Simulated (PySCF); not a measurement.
Vertical excitations of a molecule C3H7NOSi from TDDFT-B3LYP/def2-SVPD run with PySCF, as energy in eV (oscillator strength): 6.89 (0.001), 7.54 (0.003), 7.56 (0.010), 7.68 (0.012), 7.82 (0.014), 7.88 (0.001), 7.95 (0.007), 8.06 (0.029), 8.13 (0.023), 8.21 (0.000). Lowest triplet (TDA): 6.22 eV. Geometry: r2SCAN-D4/def2-SVP. Other conformers were not sampled.

Question: Identify the compound among the candidates.
A. N#CCCO[SiH3]
B. C=C=C(N)O[SiH3]
C. [SiH3]C1=NCOC1
D. O[C@H]1CN=C[SiH2]1

Answer: A, N#CCCO[SiH3]
